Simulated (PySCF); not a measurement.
C2H7FGe, SMILES C[CH2][GeH2][F]. Atoms are numbered in the order given.

```xyz
11

Ge     0.5380     0.3995    -0.1722
F      1.2038    -0.8568     0.8636
C     -1.2346    -0.2336    -0.7095
C     -2.1309    -0.5624     0.4884
H      0.4799     1.6703     0.7026
H      1.5247     0.5525    -1.3483
H     -1.6868     0.5428    -1.3508
H     -1.0837    -1.1199    -1.3478
H     -1.6669    -1.3279     1.1295
H     -2.3111     0.3268     1.1146
H     -3.1128    -0.9435     0.1644
```
Charge 0, spin multiplicity 1.

Coordinates come from a B3LYP-D3(BJ)/def2-SVP optimisation. One conformer was computed; it need not be the lowest.

Method: PySCF with TDA-B3LYP/def2-SVPD.

Vertical excitations. Isolated molecule, no solvent.

Task: Estimate the UV-visible absorptions. (The exact figures need the calculation; the answer reports its results.)

Result: 
```json
[
 {"state": "S1", "energy (eV)": "7.07", "λ (nm)": "175", "f": "0.006", "main pairs": "HOMO→LUMO 99 %"},
 {"state": "S2", "energy (eV)": "7.66", "λ (nm)": "162", "f": "0.008", "main pairs": "HOMO→LUMO+1 98 %"},
 {"state": "S3", "energy (eV)": "7.75", "λ (nm)": "160", "f": "0.000", "main pairs": "HOMO−1→LUMO 98 %"},
 {"state": "S4", "energy (eV)": "8.21", "λ (nm)": "151", "f": "0.176", "main pairs": "HOMO→LUMO+2 90 %"},
 {"state": "S5", "energy (eV)": "8.48", "λ (nm)": "146", "f": "0.057", "main pairs": "HOMO−1→LUMO+1 87 %"},
 {"state": "S6", "energy (eV)": "8.63", "λ (nm)": "144", "f": "0.122", "main pairs": "HOMO→LUMO+3 84 %"},
 {"state": "S7", "energy (eV)": "8.78", "λ (nm)": "141", "f": "0.029", "main pairs": "HOMO−2→LUMO 81 %, HOMO→LUMO+4 13 %"},
 {"state": "S8", "energy (eV)": "8.83", "λ (nm)": "140", "f": "0.096", "main pairs": "HOMO−1→LUMO+2 90 %"},
 {"state": "S9", "energy (eV)": "8.88", "λ (nm)": "140", "f": "0.014", "main pairs": "HOMO→LUMO+4 79 %"},
 {"state": "S10", "energy (eV)": "9.11", "λ (nm)": "136", "f": "0.005", "main pairs": "HOMO−2→LUMO+1 86 %"},
 {"state": "T1", "energy (eV)": "6.76", "λ (nm)": "183", "f": "0", "main pairs": "HOMO→LUMO 98 %"},
 {"state": "T2", "energy (eV)": "7.30", "λ (nm)": "170", "f": "0", "main pairs": "HOMO−1→LUMO 96 %"},
 {"state": "T3", "energy (eV)": "7.40", "λ (nm)": "167", "f": "0", "main pairs": "HOMO→LUMO+1 82 %, HOMO→LUMO+2 15 %"},
 {"state": "T4", "energy (eV)": "7.46", "λ (nm)": "166", "f": "0", "main pairs": "HOMO→LUMO+2 75 %, HOMO→LUMO+1 15 %"}
]
```
Triplets are in the Tamm–Dancoff approximation.
